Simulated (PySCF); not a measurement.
All values below come from TPSSh-D3(BJ)/def2-TZVP // BP86-D3(BJ)/def2-SVP (PySCF). Gas-phase values, no solvent. One relaxed conformer stands for a flexible species; it need not be the lowest. 

Reference species: [W(Cl)5(OH)] (neutral, multiplicity 1).

```yaml
coordination_number: 6
HOMO: -8.15 eV
```

Changed species: [W(Cl)(OH)5] (5 of 6 Cl replaced by OH; the reference has 1 of 6 Cl replaced by OH).

Problem. Predict the effect on the coordination number and HOMO.

Solution. the coordination number hardly moves; the HOMO increases by 0.61 eV, to -7.54 eV.
